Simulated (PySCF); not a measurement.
## From computed data to an observable: dipole moment from atomic charges

Zn(OMe)(SH) (CH4OSZn), SMILES [O](C)[Zn][SH]. Atoms are numbered in the order given.

```xyz
8

Zn     0.0686     0.0525     0.0842
O      1.2745    -0.7759    -0.9290
C      1.0414    -1.4488    -2.1314
H      0.6284    -0.7978    -2.9310
H      1.9975    -1.8530    -2.5156
H      0.3506    -2.3127    -2.0294
S     -1.2492     1.1405     1.4363
H     -1.4910     0.0397     2.1895
```
Charge 0, spin multiplicity 1.

The structure is a stationary point at B3LYP-D3(BJ)/def2-SVP. The structure was generated by enumeration; whether it is a known compound was not checked. One conformer was computed; it need not be the lowest.

Charges (e) from ωB97X/def2-TZVP run with PySCF:

```
atom  Mulliken  ESP fit
----  --------  -------
Zn1      0.521    0.737
O2      -0.494   -0.549
C3      -0.120   -0.044
H4       0.091    0.055
H5       0.107    0.082
H6       0.089    0.032
S7      -0.351   -0.456
H8       0.158    0.143
```

The dipole moment of the full density is 1.31 D.

### Question
What dipole moment does each set of point charges give, and which comes closer to that of the density?

### Answer

μ = Σ q r, and 1 e Å = 4.8032 D.
Mulliken: Σ q r = (-0.214, -0.286, -0.116) e Å, |μ| = 1.80 D.
ESP fit: Σ q r = (-0.129, -0.256, -0.108) e Å, |μ| = 1.47 D.
ESP fit comes closer in size. Point charges leave out the atoms' own dipoles (lone pairs, polarised bonds); fits to the potential absorb them, partitions of the density don't.
